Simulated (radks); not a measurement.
Q: All-electron atom: Te+ in [Kr] 4d10 5s2 5p(1/2: 1, 3/2: 2) (the NIST ground configuration). All-electron calculation, Dirac Kohn-Sham, BLYP, spin-unpolarised, spherical densities, finite nucleus; Fermi nuclear charge, rms radius 4.7423 fm. Program: a radial shooting solver on a logarithmic mesh with Libxc functionals. Some entries of the table are withheld. Estimate them.

orbital  occ.  eigenvalue (hartree)  <r> (bohr)  <r^2> (bohr^2)
1s1/2       2             -1161.948     0.02781        0.001048
2s1/2       2             -178.4080      0.1194         0.01688
2p1/2       2             -167.1963      0.1008         0.01250
2p3/2       4             -157.1043      0.1064         0.01379
3s1/2       2             -35.75739      0.3219          0.1186
3p1/2       2             -31.14555      0.3123          0.1133
3p3/2       4             -29.26510      0.3237          0.1216
3d3/2       4             -21.12298      0.2947             (1)
3d5/2       6             -20.72969      0.2983             (2)
4s1/2       2              -6.35629      0.7645          0.6609
4p1/2       2              -4.77096      0.8014          0.7328
4p3/2       4              -4.41278      0.8302          0.7864
4d3/2       4              -1.88417         (3)           1.093
4d5/2       6              -1.83007         (4)           1.121
5s1/2       2              -0.85668       2.030             (5)
5p1/2       1              -0.52133         (6)           6.699
5p3/2       2              -0.48700         (7)           7.273

A: 
(1) 3d3/2 <r^2> (bohr^2): 0.1030
(2) 3d5/2 <r^2> (bohr^2): 0.1054
(3) 4d3/2 <r> (bohr): 0.9642
(4) 4d5/2 <r> (bohr): 0.9764
(5) 5s1/2 <r^2> (bohr^2): 4.658
(6) 5p1/2 <r> (bohr): 2.421
(7) 5p3/2 <r> (bohr): 2.523
